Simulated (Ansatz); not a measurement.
Ansatz (a program for electronic structure) input:

Ansatz 0.2 input:
```yaml
crystal:
  periodic: [false, false, false]
  atoms:
    - {symbol: F, position_ang: [-1.44034730, 1.69537600, 0.04323612]}
    - {symbol: Ga, position_ang: [-0.73270383, 0.10474354, 0.00924704]}
    - {symbol: F, position_ang: [-1.85822761, -1.22382885, -0.00160668]}
    - {symbol: Br, position_ang: [1.49717122, -0.21402783, -0.01889495]}
basis:
  gaussian:
    orbitals: aug-cc-pVDZ
magnetization: {spin_polarized: false}
correlation: {method: ccsd_t, electrons: outside_noble_gas}
output: {forces: true}
```

Task: Which total energy does the run end on?

Result: -4695.28510 Eh (CCSD(T)/aug-cc-pVDZ). The basis has 118 functions.
